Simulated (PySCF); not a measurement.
**Assigning NMR signals**

Geometry:
| atom | x (Å) | y (Å) | z (Å) |
| --- | --- | --- | --- |
| C1 | 3.802 | -0.135 | 0.607 |
| C2 | 2.578 | 0.246 | -0.210 |
| O3 | 1.432 | -0.223 | 0.472 |
| C4 | 0.209 | 0.002 | -0.073 |
| C5 | -0.062 | 0.637 | -1.219 |
| Si6 | -1.850 | 0.802 | -1.730 |
| C7 | -2.660 | -0.090 | -0.264 |
| C8 | -1.884 | -1.395 | -0.032 |
| C9 | -0.882 | -0.566 | 0.790 |
| C10 | -2.014 | 0.451 | 1.019 |
| H11 | 4.702 | 0.212 | 0.107 |
| H12 | 3.852 | -1.214 | 0.722 |
| H13 | 3.746 | 0.316 | 1.594 |
| H14 | 2.519 | 1.337 | -0.327 |
| H15 | 2.627 | -0.209 | -1.209 |
| H16 | 0.734 | 1.038 | -1.827 |
| H17 | -2.296 | 2.199 | -1.796 |
| H18 | -2.148 | 0.106 | -2.988 |
| H19 | -3.747 | -0.162 | -0.274 |
| H20 | -2.426 | -2.104 | 0.593 |
| H21 | -1.489 | -1.911 | -0.905 |
| H22 | -0.438 | -1.035 | 1.669 |
| H23 | -1.729 | 1.502 | 1.037 |
| H24 | -2.589 | 0.217 | 1.915 |

PySCF calculation with GIAO PBE0/pcSseg-1 shieldings and coordinates at the GFN2-xTB level; one computed conformer, in vacuum, relativity neglected, one averaged value for each set of equivalent atoms.

References, each an isolated molecule treated in the same way: 13C (σref 186.93), 1H (σref 31.72) vs TMS.

Problem. Assign these signals to the numbered atoms. 13C{1H} NMR (computed): δ 189.7 (C), 72.9 (CH), 64.9 (CH2), 42.5 (CH), 35.7 (CH2), 17.2 (CH), 17.1 (CH3).

Solution. 
| δ (ppm) | atoms | environment | reason |
| --- | --- | --- | --- |
| 189.7 | C4 | alkene carbon bearing oxygen | an sp2 carbon further deshielded by the attached heteroatom |
| 72.9 | C5 | β carbon of an enol-ether or enamine type C=C | the O or N lone pair pushes π density onto this β carbon and shields it |
| 64.9 | C2 | sp3 CH2 bonded to O | deshielded by the electronegative neighbour |
| 42.5 | C9 | allylic sp3 CH | a saturated carbon with 3 carbon neighbours and no heteroatom attached |
| 35.7 | C8/C10 | sp3 CH2 in a ring | aliphatic region, no heteroatom directly attached |
| 17.2 | C7 | sp3 CH bonded to Si | – |
| 17.1 | C1 | methyl carbon | aliphatic region, no heteroatom directly attached |

C7 and C1 lie closer than the usual error of such a calculation, so a measured spectrum could show them in the other order.

Problem. Assign these signals to the numbered atoms. 1H NMR (400 MHz, computed): δ 4.59 (m, 2H), 3.78 (q, 2H), 3.77 (t, 1H), 2.64 (m, 2H), 2.49 (m, 1H), 1.80 (m, 1H), 1.78 (m, 2H), 1.39 (t, 3H).

Solution. 
| δ (ppm) | atoms | environment | reason |
| --- | --- | --- | --- |
| 4.59 | H17/H18 | hydrogen on a silicon bonded to 2 C, in a 6-membered ring | – |
| 3.78 | H14/H15 | hydrogen on an sp3 CH2 bonded to O | its carbon carries O, which withdraws density |
| 3.77 | H16 | hydrogen on a β carbon of an enol-ether or enamine type C=C | lone-pair donation from O or N shields it, upfield of ordinary alkene protons |
| 2.64 | H20/H24 | hydrogen on an sp3 CH2 in a ring | – |
| 2.49 | H22 | hydrogen on an allylic sp3 CH | allylic position |
| 1.80 | H19 | hydrogen on an sp3 CH bonded to Si | – |
| 1.78 | H21/H23 | hydrogen on an sp3 CH2 in a ring | – |
| 1.39 | H11/H12/H13 | hydrogen on a methyl carbon | – |

H14/H15 and H16; H19 and H21/H23 lie closer than the usual error of such a calculation, so a measured spectrum could show them in the other order.

Shifts are as computed. Against solution values, carbons near 30 ppm lie about +3 ppm off and those near 130 ppm about +5 ppm. Of 1309 compounds with measured shifts, 239 miss one by over three times the rms of a fit or turn the order of signals round; such compounds aren't used in these exercises. Multiplicities follow the n + 1 count of equivalent neighbours, as no J values were calculated; m marks all less simple cases, F and P coupling included.
